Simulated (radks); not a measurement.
Task: Neutral chromium, [Ar] 3d5 4s1. All-electron calculation, non-relativistic Kohn-Sham, PBE, spin-polarised, spherical densities, point nucleus. Program: a radial shooting solver on a logarithmic mesh with Libxc functionals. Every spin shell is full or empty, so the densities are truly spherical. Functionals are evaluated on that one density, not self-consistently. Rank these exchange functionals by their error against the exact value of the orbitals, and give that value: LDA, PBE, PBEsol, PW91, PW86, AM05, SOGGA, EV93, APBE, revTPSS, SCAN, TASK, MVS.

Result: Exact: -47.6304 hartree. From best to worst, with 100 (|E| - |E exact|)/|E exact| (equal figures are ties): MVS +0.11, PBE -0.17, PW91 +0.27, revTPSS -0.36, SCAN +0.51, PW86 +0.61, EV93 +0.81, APBE +0.83, TASK -2.62, PBEsol -2.71, SOGGA -2.73, AM05 -5.74, LDA -6.43.
